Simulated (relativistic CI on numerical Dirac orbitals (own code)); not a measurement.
# Au5+: resonant inelastic scattering at the L2,3 edge

Computed with this model: Dirac-Coulomb-Breit CI, separate exchange-only KLI orbitals for each configuration, model QED, Kramers-Heisenberg scattering through one core-hole configuration in a parametric crystal field, unscaled Slater integrals; configurations [Xe] 4f14 5d6 → [He] 2s2 2p5 3s2 3p6 3d10 4s2 4p6 4d10 4f14 5s2 5p6 5d7; 80 K; core-hole width 5 eV; summed over polarisations. Incident energies are the highest absorption maxima for each field (at most a few, so the weaker spin-orbit partner edge can be absent), on the computed scale of the free ion. Intensities are in per cent of the strongest line above 0.02 eV; levels within 1 cm⁻¹ are merged; final levels count from the ground level, the first row holds all elastic scattering, lines under 0.4 are left out and each table stops after 24 rows. The scale of the Slater integrals is a model choice and moves the terms in proportion.

Field parameters in Wybourne normalisation: Td as Oh with Dq negative (B⁴₀ = 21Dq, B⁴₄ = √(5/14) B⁴₀). The field is a parameter set, without covalency.

S is read from ⟨S²⟩ = S(S + 1).

Td, 10Dq = -4450 cm⁻¹:

```
Final level (eV)  Degeneracy  Irrep     S  11921 eV
           0.000           1     A1  1.85     357.0
           0.030           5   E+T1  1.84     100.0
           0.105           3     T2  1.80       6.3
           0.984           3     T2  1.77       9.8
           1.022           2      E  1.64       3.8
           1.314           3     T2  1.79       2.8
           1.335           3     T1  1.92       1.0
           1.740           3     T1  1.84       2.9
           2.561           2      E  1.06       1.7
           2.658           3     T1  1.02       6.5
           2.713           1     A1  0.99      10.4
           3.112           2      E  1.06       1.9
           3.157           3     T2  1.01       2.7
           3.190           3     T1  0.97       0.7
           3.218           3     T1  0.95       0.7
           3.238           3     T2  1.09       6.4
           3.260           1     A1  0.94       3.3
           3.356           3     T1  0.99       9.4
           3.616           3     T2  1.11       1.7
           3.635           2      E  1.05       3.7
           3.980           3     T1  1.02       3.0
           3.981           3     T2  0.89       1.3
           4.627           3     T2  1.03       0.6
           4.773           2      E  1.04       1.0
```

Td, 10Dq = -10000 cm⁻¹:

| Final level (eV) | Degeneracy | Irrep | S | 11921.1 eV |
| --- | --- | --- | --- | --- |
| 0.000 | 1 | A1 | 1.84 | 531.0 |
| 0.019 | 2 | E | 1.78 | 41.6 |
| 0.063 | 3 | T1 | 1.84 | 100.0 |
| 0.174 | 3 | T2 | 1.74 | 7.7 |
| 0.797 | 1 | A2 | 1.95 | 1.5 |
| 1.170 | 3 | T2 | 1.70 | 13.2 |
| 1.278 | 2 | E | 1.55 | 3.1 |
| 1.677 | 3 | T2 | 1.61 | 6.4 |
| 1.763 | 3 | T1 | 1.87 | 9.1 |
| 2.026 | 3 | T2 | 1.29 | 1.9 |
| 2.110 | 1 | A1 | 1.69 | 0.7 |
| 2.158 | 3 | T1 | 1.80 | 11.9 |
| 2.339 | 2 | E | 1.22 | 3.0 |
| 2.508 | 1 | A1 | 1.08 | 9.8 |
| 2.509 | 3 | T1 | 1.12 | 7.8 |
| 3.014 | 2 | E | 1.04 | 2.5 |
| 3.087 | 3 | T2 | 1.19 | 6.9 |
| 3.199 | 3 | T1 | 0.97 | 1.4 |
| 3.302 | 3 | T2 | 1.11 | 6.3 |
| 3.342 | 2 | E | 1.09 | 0.9 |
| 3.438 | 3 | T1 | 0.98 | 4.8 |
| 3.528 | 3 | T2 | 0.95 | 1.3 |
| 3.595 | 3 | T1 | 0.97 | 10.2 |
| 3.635 | 1 | A1 | 0.93 | 10.2 |

Td, 10Dq = -15600 cm⁻¹:

| Final level (eV) | Degeneracy | Irrep | S | 11921.1 eV |
| --- | --- | --- | --- | --- |
| 0.000 | 2 | E | 1.69 | 1029.9 |
| 0.030 | 1 | A1 | 1.78 | 43.7 |
| 0.118 | 3 | T1 | 1.80 | 100.0 |
| 0.183 | 3 | T2 | 1.63 | 81.4 |
| 0.837 | 1 | A2 | 1.95 | 29.0 |
| 1.455 | 3 | T2 | 1.44 | 1.9 |
| 1.546 | 2 | E | 1.36 | 7.6 |
| 1.609 | 3 | T2 | 1.40 | 8.5 |
| 2.101 | 2 | E | 1.33 | 22.9 |
| 2.200 | 3 | T1 | 1.37 | 70.4 |
| 2.213 | 1 | A1 | 1.15 | 2.3 |
| 2.302 | 3 | T2 | 1.58 | 37.6 |
| 2.380 | 3 | T1 | 1.65 | 11.5 |
| 2.630 | 1 | A1 | 1.59 | 1.2 |
| 2.742 | 3 | T1 | 1.77 | 11.0 |
| 3.077 | 2 | E | 1.11 | 2.7 |
| 3.185 | 3 | T2 | 1.27 | 9.7 |
| 3.293 | 3 | T1 | 0.97 | 18.2 |
| 3.485 | 2 | E | 1.13 | 19.3 |
| 3.491 | 3 | T2 | 1.22 | 7.3 |
| 3.684 | 3 | T2 | 0.96 | 20.0 |
| 3.695 | 3 | T1 | 1.00 | 6.2 |
| 3.876 | 3 | T1 | 1.00 | 13.5 |
| 3.966 | 3 | T2 | 0.94 | 1.0 |

For the first field the strongest loss at the lowest incident energy is the level at 0.03 eV (S = 1.84, against 1.85 in the thermal ground state). Levels of other spin, the first over 8 % at 2.71 eV, appear because spin-orbit coupling of the core hole, and in heavier ions of the valence shell too, mixes spins.
